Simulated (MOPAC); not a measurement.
MOPAC input (PM3):

```
PM3 FORCE THERMO(298,298) PRECISE LET GEO-OK AUX(PRECISION=9) THREADS=1
C2H8GeO

C     2.86941497 1   -0.11640208 1   -0.01865714 1
C     1.43327603 1   -0.00743094 1   -0.50673206 1
O     0.57784871 1   -0.08396634 1    0.59170458 1
Ge   -1.13814116 1    0.04515076 1    0.01715187 1
H     3.05432838 1   -1.06561428 1    0.50070722 1
H     3.12677128 1    0.69050299 1    0.67964185 1
H     3.56520762 1   -0.05886812 1   -0.86507903 1
H     1.26733183 1    0.95098993 1   -1.03883077 1
H     1.19413458 1   -0.82238403 1   -1.21940518 1
H    -2.04109253 1   -0.04143978 1    1.23103902 1
H    -1.42877127 1    1.35597190 1   -0.68488510 1
H    -1.52850261 1   -1.06941330 1   -0.93208239 1
```

From the output:

```
     H   12   0.001291   0.003441   0.012765   0.163517   0.170624   2.214554

          HEAT OF FORMATION =     -38.503433 KCALS/MOLE

          ZERO POINT ENERGY      56.164 KCAL/MOL

           NORMAL COORDINATE ANALYSIS (Total motion = 1 Angstrom)

   Root No.       1         2         3         4         5         6         7         8

                 1 A"      2 A"      3 A"      1 A'      2 A'      4 A"      3 A'      4 A'

                  60.9      95.1     162.7     219.5     385.7     535.0     538.7     713.1

           1   -0.0000    0.0000    0.0000    0.0315    0.0905   -0.0000   -0.0122   -0.0035
           2    0.0000   -0.0000   -0.0000   -0.0478    0.0659    0.0000   -0.0025   -0.0017
           3   -0.0638    0.0094    0.0030   -0.0000   -0.0000   -0.0001    0.0000    0.0000
           4    0.0000    0.0000   -0.0000    0.0261    0.0777   -0.0000   -0.0064   -0.0020
           5   -0.0000   -0.0000    0.0000    0.0598   -0.0338    0.0000   -0.0242    0.0024
           6    0.0624    0.0162   -0.0351   -0.0000   -0.0000    0.0055    0.0000   -0.0000
           7    0.0000   -0.0000    0.0000   -0.0152   -0.0027    0.0000   -0.0055    0.0205
           8   -0.0000    0.0000   -0.0000    0.0794   -0.0080   -0.0000   -0.0188   -0.0020
           9    0.0714   -0.0369    0.0276    0.0000   -0.0000    0.0321    0.0000    0.0000
          10   -0.0000    0.0000    0.0000   -0.0088   -0.0325   -0.0000    0.0047   -0.0146
          11    0.0000    0.0000    0.0000   -0.0159   -0.0063    0.0000    0.0160   -0.0009
          12   -0.0129    0.0019    0.0009    0.0000    0.0000   -0.0155   -0.0000    0.0000
          13    0.0738    0.0041   -0.0204   -0.0075    0.1421    0.0049   -0.0023   -0.0103
          14   -0.0327   -0.0605   -0.1948   -0.0804    0.1106   -0.0007    0.0062   -0.0079
          15   -0.1168   -0.0271   -0.0988   -0.0003   -0.0000   -0.0028    0.0003   -0.0000
          16   -0.0738   -0.0041    0.0204   -0.0075    0.1421   -0.0049   -0.0023   -0.0103
          17    0.0327    0.0605    0.1948   -0.0804    0.1107    0.0007    0.0062   -0.0079
          18   -0.1168   -0.0271   -0.0988    0.0003    0.0000   -0.0028   -0.0003    0.0000
          19   -0.0000    0.0000    0.0000    0.1119   -0.0096   -0.0000   -0.0345    0.0094
          20    0.0000   -0.0000   -0.0000   -0.0781    0.1054    0.0000    0.0059   -0.0071
          21   -0.0576    0.0780    0.2382   -0.0000    0.0000   -0.0015    0.0000   -0.0000
          22   -0.0713   -0.0041    0.0208    0.0555    0.0854    0.0009   -0.0124   -0.0108
          23    0.0253    0.0377   -0.0452    0.0804   -0.0300   -0.0149   -0.0302   -0.0027
          24    0.1086    0.0405   -0.0709    0.0005   -0.0007   -0.0028   -0.0008    0.0004
          25    0.0714    0.0041   -0.0208    0.0555    0.0854   -0.0009   -0.0124   -0.0108
          26   -0.0253   -0.0377    0.0453    0.0804   -0.0300    0.0149   -0.0302   -0.0027
          27    0.1086    0.0405   -0.0709   -0.0005    0.0007   -0.0028    0.0008   -0.0004
          28    0.0000    0.0000   -0.0000    0.1000    0.0110    0.0000    0.3146    0.3280
          29   -0.0000   -0.0000    0.0000   -0.0515   -0.0200   -0.0000   -0.1045   -0.0990
          30    0.0044    0.2176   -0.0304    0.0000   -0.0000    0.2213   -0.0000   -0.0000
          31    0.0587   -0.0157    0.0147   -0.0593   -0.0400   -0.2973   -0.1385    0.2495
          32   -0.0321   -0.1767    0.0212   -0.0627   -0.0224    0.0202   -0.1939    0.1063
          33   -0.0593   -0.0882    0.0055   -0.0005   -0.0027    0.1661   -0.0332   -0.0588
          34   -0.0587    0.0156   -0.0147   -0.0594   -0.0400    0.2974   -0.1385    0.2495
          35    0.0321    0.1767   -0.0212   -0.0627   -0.0225   -0.0202   -0.1939    0.1063
          36   -0.0593   -0.0881    0.0055    0.0004    0.0027    0.1661    0.0332    0.0587

   Root No.       9        10        11        12        13        14        15        16

                 5 A"      5 A'      6 A'      6 A"      7 A'      7 A"      8 A'      8 A"

                 731.1     740.9     838.7     840.4     988.5    1044.4    1112.1    1120.2

           1    0.0000   -0.0022    0.0021   -0.0000    0.0370   -0.0000    0.0743    0.0000
           2   -0.0000   -0.0016    0.0167    0.0000    0.0636    0.0000   -0.0253   -0.0000
           3    0.0000    0.0000   -0.0000   -0.0146   -0.0000   -0.0237   -0.0000    0.0527
           4    0.0000    0.0006   -0.0034   -0.0000   -0.0114    0.0000   -0.0728   -0.0000
           5   -0.0000   -0.0122    0.0399    0.0000    0.0043   -0.0000    0.0101    0.0000
           6   -0.0023    0.0000    0.0000   -0.0421    0.0000    0.0512    0.0000   -0.0412
           7   -0.0000   -0.0193    0.1204    0.0000   -0.0659   -0.0000    0.0063   -0.0000
           8    0.0000    0.0019   -0.0386   -0.0000   -0.0335    0.0000    0.0164    0.0000
           9   -0.0069    0.0000   -0.0000    0.0152    0.0000   -0.0223    0.0000   -0.0033
          10   -0.0000    0.0064   -0.0217   -0.0000    0.0080    0.0000    0.0004    0.0000
          11    0.0000   -0.0042    0.0012    0.0000   -0.0000   -0.0000    0.0009   -0.0000
          12   -0.0047   -0.0000    0.0000    0.0000   -0.0000   -0.0003   -0.0000   -0.0001
          13   -0.0047    0.0100   -0.0849   -0.1757   -0.1070   -0.1240    0.1537    0.1847
          14    0.0001    0.0098   -0.0646    0.0043   -0.0772   -0.0023    0.0222   -0.0050
          15    0.0024    0.0004   -0.0028    0.0759   -0.0093    0.0370   -0.0099   -0.0393
          16    0.0047    0.0100   -0.0849    0.1757   -0.1070    0.1240    0.1537   -0.1847
          17   -0.0001    0.0098   -0.0646   -0.0043   -0.0772    0.0023    0.0222    0.0050
          18    0.0024   -0.0004    0.0028    0.0759    0.0093    0.0370    0.0099   -0.0393
          19    0.0000   -0.0292    0.1894    0.0000    0.3884    0.0000    0.0104   -0.0000
          20   -0.0000    0.0090   -0.0574   -0.0000   -0.0720   -0.0000   -0.0008    0.0000
          21    0.0023    0.0000   -0.0000    0.0762   -0.0000    0.0440   -0.0000   -0.0504
          22   -0.0064    0.0026   -0.0476   -0.1611   -0.0408   -0.1360   -0.2307   -0.2247
          23    0.0042   -0.0111    0.0122    0.1188   -0.0241   -0.2605   -0.0930   -0.0587
          24    0.0023   -0.0005    0.0049    0.1045    0.0001   -0.0360    0.0114    0.0266
          25    0.0064    0.0026   -0.0476    0.1612   -0.0408    0.1360   -0.2307    0.2247
          26   -0.0042   -0.0111    0.0122   -0.1188   -0.0241    0.2605   -0.0930    0.0587
          27    0.0023    0.0005   -0.0049    0.1045   -0.0001   -0.0360   -0.0114    0.0266
          28    0.0000    0.1754   -0.0098   -0.0000    0.0237    0.0000   -0.0003    0.0000
          29   -0.0000   -0.0472   -0.0010    0.0000   -0.0099   -0.0000    0.0015   -0.0000
          30    0.3888   -0.0000   -0.0000   -0.0054   -0.0000   -0.0006    0.0000   -0.0015
          31    0.1829   -0.1520   -0.1226   -0.0046    0.0237   -0.0032   -0.0038   -0.0023
          32    0.2141    0.2395    0.0078   -0.0036    0.0042   -0.0011   -0.0011   -0.0013
          33    0.0380    0.2007    0.0618    0.0008   -0.0102   -0.0008    0.0012   -0.0002
          34   -0.1829   -0.1520   -0.1226    0.0046    0.0237    0.0032   -0.0038    0.0023
          35   -0.2141    0.2395    0.0078    0.0036    0.0042    0.0011   -0.0011    0.0013
          36    0.0381   -0.2007   -0.0618    0.0008    0.0101   -0.0008   -0.0012   -0.0002

   Root No.      17        18        19        20        21        22        23        24

                 9 A'     10 A'     11 A'      9 A"     12 A'     13 A'     10 A"     14 A'

                1165.6    1341.9    1385.0    1401.4    1412.7    1415.0    1904.6    1912.5

           1   -0.0254    0.0209    0.0103   -0.0000    0.0308    0.0692    0.0000    0.0001
           2    0.0156   -0.0083   -0.0130    0.0000   -0.0350    0.0224   -0.0000   -0.0002
           3    0.0000   -0.0000   -0.0000   -0.0411   -0.0000   -0.0000   -0.0000    0.0000
           4    0.0453    0.0630    0.0121   -0.0000   -0.0254   -0.0530    0.0000   -0.0006
           5   -0.0504    0.0292    0.1128    0.0000   -0.0093   -0.0275   -0.0000    0.0008
           6   -0.0000   -0.0000    0.0000   -0.0014    0.0000    0.0000   -0.0001    0.0000
           7    0.0157   -0.0166   -0.0202    0.0000    0.0048    0.0093   -0.0000    0.0007
           8    0.0660   -0.0222   -0.0451    0.0000    0.0056    0.0125   -0.0000   -0.0025
           9   -0.0000    0.0000    0.0000   -0.0004   -0.0000    0.0000   -0.0019   -0.0000
          10   -0.0014    0.0004    0.0004    0.0000   -0.0000    0.0000   -0.0000    0.0007
          11   -0.0007   -0.0003   -0.0001   -0.0000    0.0001    0.0003    0.0000   -0.0084
          12    0.0000    0.0000   -0.0000    0.0000   -0.0000   -0.0000   -0.0096   -0.0000
          13   -0.1053   -0.1205   -0.0082    0.1384   -0.1530   -0.1555   -0.0001    0.0003
          14   -0.0414   -0.0132   -0.0137    0.2181    0.2417   -0.1514    0.0000    0.0001
          15    0.0052    0.0512    0.0041    0.0480    0.2197   -0.0077    0.0000    0.0001
          16   -0.1053   -0.1205   -0.0082   -0.1384   -0.1530   -0.1555    0.0001    0.0003
          17   -0.0414   -0.0132   -0.0137   -0.2181    0.2418   -0.1514   -0.0000    0.0001
          18   -0.0052   -0.0512   -0.0041    0.0480   -0.2197    0.0078    0.0000   -0.0001
          19    0.0303   -0.1576   -0.1298    0.0000    0.0715   -0.2022    0.0000   -0.0006
          20   -0.0116    0.0494    0.0358   -0.0000   -0.0318    0.0968   -0.0000    0.0000
          21   -0.0000    0.0000    0.0000    0.4222   -0.0000    0.0000    0.0001    0.0000
          22   -0.0915   -0.1849    0.0797   -0.0023    0.0485    0.0865   -0.0003    0.0007
          23   -0.2504    0.0536   -0.2347   -0.0029   -0.0119    0.0227   -0.0010    0.0009
          24   -0.0446    0.1094   -0.2001   -0.0028   -0.0299   -0.0302    0.0003   -0.0009
          25   -0.0915   -0.1849    0.0798    0.0023    0.0485    0.0865    0.0003    0.0007
          26   -0.2504    0.0536   -0.2347    0.0029   -0.0119    0.0227    0.0010    0.0009
          27    0.0446   -0.1094    0.2001   -0.0028    0.0299    0.0302    0.0003    0.0009
          28   -0.0238    0.0021    0.0075    0.0000   -0.0000   -0.0001   -0.0000    0.1549
          29    0.0129   -0.0032   -0.0084   -0.0000    0.0008    0.0016    0.0000    0.4435
          30   -0.0000    0.0000    0.0000    0.0000   -0.0000    0.0000   -0.0267    0.0000
          31   -0.0007    0.0010    0.0018    0.0000   -0.0003   -0.0006    0.2008   -0.1050
          32   -0.0004   -0.0000    0.0013    0.0000   -0.0002   -0.0002   -0.2219    0.0949
          33   -0.0031   -0.0021    0.0001   -0.0001    0.0009    0.0014    0.3747   -0.2144
          34   -0.0007    0.0010    0.0018   -0.0000   -0.0003   -0.0006   -0.2007   -0.1050
          35   -0.0004   -0.0000    0.0013   -0.0000   -0.0002   -0.0002    0.2219    0.0949
          36    0.0031    0.0021   -0.0001   -0.0001   -0.0009   -0.0014    0.3748    0.2145

   Root No.      25        26        27        28        29        30

                15 A'     11 A"     16 A'     12 A"     17 A'     18 A'

                1993.8    2902.4    2963.2    3086.9    3089.7    3185.6

           1    0.0000    0.0000    0.0005   -0.0000    0.0000   -0.0247
           2    0.0002    0.0000    0.0020    0.0000   -0.0510    0.0009
           3    0.0000    0.0022    0.0000   -0.0557   -0.0000    0.0000
           4    0.0004   -0.0000    0.0257   -0.0000    0.0008   -0.0006
           5    0.0005    0.0000   -0.0323    0.0000   -0.0012   -0.0001
           6    0.0000   -0.0605   -0.0000   -0.0022    0.0000   -0.0000
           7   -0.0033    0.0000   -0.0001   -0.0000    0.0004   -0.0001
```
